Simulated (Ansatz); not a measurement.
B2H4OS, SMILES `BB(O)S`. The species carries charge 0 and has multiplicity 1.

Z-matrix (Å, degrees):
```
B
B 1 1.672
H 1 1.199 2 121.6
H 1 1.199 2 121.6 3 174.1
O 2 1.359 1 131.6 3 93.1
S 2 1.826 1 113.8 3 -86.9
H 5 0.959 2 113.9 1 0.0
H 6 1.344 2 97.0 1 0.1
```

(1) What are the harmonic wavenumbers in cm⁻¹ at PBE0-D4/def2-TZVP (Ansatz, finite differences of forces, unscaled)? (Estimate.)

(2) Is this a minimum?

(3) Give the ideal-gas thermochemistry at 298.15 K and 1 bar (rigid rotor, harmonic oscillator; point group Cs, symmetry number 1).

## Answers

(1) Ansatz gave: 82, 142, 326, 326, 387, 535, 604, 756, 807, 887, 947, 1121, 1189, 1369, 2574, 2645, 2695, 3901.

(2) Yes, all 18 modes are real.

(3) Zero-point energy 127.4 kJ/mol; H(298) − E = 145.7 kJ/mol; entropy 319.2 J/(mol·K), of which translation 162.5, rotation 106.4, vibration 50.4; G(298) − E = 50.5 kJ/mol. Modes under 100 cm⁻¹ are hindered rotations or soft bends, so the harmonic entropy is rough.
